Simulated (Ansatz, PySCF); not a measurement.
Si(H)(Me)(NH2)2 (CH8N2Si), SMILES C[SiH](N)N. Atoms are numbered in the order given.

```xyz
12

Si    -0.0685    -0.2811    -0.1958
C      1.5959    -0.2237     0.6702
N     -1.2769    -0.3492     1.0598
N     -0.0748     1.0318    -1.3438
H     -0.2934    -1.5068    -1.0133
H      1.7082    -1.0685     1.3670
H      1.6993     0.7065     1.2558
H      2.4212    -0.2508    -0.0577
H     -2.2452    -0.5380     0.8154
H     -1.2372     0.3107     1.8322
H     -0.8207     1.0939    -2.0314
H      0.1974     1.9642    -1.0433
```

The structure is a stationary point at B3LYP-D3(BJ)/def2-SVP. Other conformers were not sampled.

Two levels are set side by side: PBE-D3(BJ)/def2-SVP (Ansatz, an electronic-structure program) and B3LYP-D3(BJ)/def2-SVP (Ansatz). Each level has its own optimised geometry; the coordinates shown are those of the second. Frequencies come from the Hessian of PySCF at each geometry. Differences are taken from unrounded values.

| quantity | B3LYP-D3(BJ) | PBE-D3(BJ) | PBE-D3(BJ) minus B3LYP-D3(BJ) |
|---|---|---|---|
| mean bond length (Å) | 1.293 | 1.302 | 0.009 |
| bond Si1–C2 (Å) | 1.877 | 1.883 | 0.005 |
| bond Si1–N3 (Å) | 1.744 | 1.756 | 0.012 |
| bond Si1–N4 (Å) | 1.744 | 1.756 | 0.012 |
| bond Si1–H5 (Å) | 1.490 | 1.504 | 0.013 |
| bond C2–H6 (Å) | 1.101 | 1.108 | 0.007 |
| bond C2–H7 (Å) | 1.104 | 1.111 | 0.007 |
| bond C2–H8 (Å) | 1.101 | 1.108 | 0.007 |
| bond N3–H9 (Å) | 1.016 | 1.024 | 0.008 |
| bond N3–H10 (Å) | 1.017 | 1.025 | 0.008 |
| bond N4–H11 (Å) | 1.016 | 1.024 | 0.008 |
| bond N4–H12 (Å) | 1.017 | 1.025 | 0.008 |
| highest harmonic wavenumber (cm⁻¹) | 3641 | 3563 | -78 |
| mean harmonic wavenumber (cm⁻¹) | 1416 | 1384 | -32 |
| zero-point energy (kcal/mol) | 60.74 | 59.36 | -1.38 |

Exact exchange shortens and stiffens bonds; PBE has none. Differences between two approximate levels are no errors against the true value.
